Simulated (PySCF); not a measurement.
## Mn⁺ (manganese, charge +1): UHF calculation

Configuration: [Ar] 3d4 4s2, high-spin 5D determinant (an excited configuration). Calculation: PySCF 2.14, in x2c-TZVPPall; scalar relativity by spin-free X2C-1e.

```
Total energy                                                  : -1156.891578 hartree
One-electron energy                                           : -1581.5326 hartree
Hartree (Coulomb) energy                                      : 475.6353 hartree
Exchange energy                                               : -50.9943 hartree
⟨S²⟩                                                          : 6.0067
⟨L²⟩                                                          : 6.212
Sum of ⟨r⟩                                                    : 18.96 bohr
Sum of ⟨r²⟩                                                   : 30.92 bohr²
Traceless quadrupole moment −½Σ⟨3z² − r²⟩ along its main axis : -0.752 e·bohr²
Langevin diamagnetic susceptibility                           : -24.5 ×10⁻⁶ cm³/mol
```

```tsv
shell	electrons	mean orbital energy (hartree)	spread (hartree)	rms radius, mean of both spins (bohr)
1s α	1	-243.06559	0	0.0703
1s β	1	-243.06251	0	0.0703
2s α	1	-30.19417	0	0.302
2s β	1	-30.07687	0	0.302
2p α	3	-25.54416	0.00091	0.273
2p β	3	-25.42694	0.03265	0.273
3s α	1	-4.62107	0	0.905
3s β	1	-4.27431	0	0.905
3p α	3	-3.24579	0.05410	0.971
3p β	3	-2.82630	0.08628	0.971
3d α	4	-1.16735	0.07227	1.17
4s α	1	-0.59596	0	2.96
4s β	1	-0.56186	0	2.96
```

Densities and radii are taken from the X2C orbitals without a picture-change correction, which distorts them close to the nucleus.

Spin-orbit constants ζ (cm⁻¹) from the X2C one-electron operator on these orbitals: bare nucleus, nucleus screened by l(l+1)(2l+1)/3 electrons, and screened by the Breit-Pauli mean field of the electrons.

| shell | bare | screened nucleus | mean field |
| --- | --- | --- | --- |
| 2p | 59100 | 54370 | 52190 |
| 3p | 7321 | 6735 | 6427 |
| 3d | 675.0 | 405.0 | 362.8 |

To first order the Landé constant is A = 90.70 cm⁻¹, so the lowest level has J = 0 and lies 0.0675 eV below the centre of the term. This holds in LS coupling only.
